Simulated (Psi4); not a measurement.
AlF4 (SMILES [F][Al-]([F])([F])[F]), charge -1, singlet, geometry from GFN2-xTB (such geometries of metal compounds can be far from the true shape) (a gas-phase anion, which may not be bound at this level). Base run: Psi4 1.11 with M06-2X/STO-3G.

Here is a job for Psi4.
```
memory 2 GB

molecule {
-1 1
  Al   -0.00000000    0.00000000   -0.00000000
  F     1.58679882   -0.29963334   -0.47610446
  F     0.00001338    0.79617763    1.48340395
  F    -0.75975736    0.96255905   -1.15353150
  F    -0.82705485   -1.45910335    0.14623202
}

set basis sto-3g

energy('m06-2x')
print_variables()
```

Each row names what was changed in the base input (with any setting that the change needs).

| change | ΔE vs base (mEh) | SCF cycles | grid points | basis functions |
|---|---|---|---|---|
| base | 0.000 | 6 | 106944 | 29 |
| basis_guess = sto-3g | 0.000 | 1 | 106944 | 29 |
| df_basis_scf = def2-universal-jkfit | 0.000 | 6 | 106944 | 29 |
| scf_type = direct | 1.352 | 8 | 106944 | 29 |
| scf_type = out_of_core | 1.352 | 6 | 106944 | 29 |
| level_shift = 0.3 | 0.000 | 6 | 106944 | 29 |
| scf_type = cd | 1.188 | 6 | 106944 | 29 |
| scf_type = dfdirj+cosx | -0.732 | 7 | 106944 | 29 |
| dft_nuclear_scheme = stratmann | -1.563 | 6 | 100604 | 29 |
| damping_percentage = 20 | -0.001 | 10 | 106944 | 29 |
| puream = false | 0.168 | 6 | 106944 | 29 |
| dft_radial_points = 150 | 0.180 | 6 | 212038 | 29 |
| e_convergence = 1e-10 | 0.000 | 7 | 106944 | 29 |

A gas-phase anion may not be bound at this level; its values then depend on the basis.
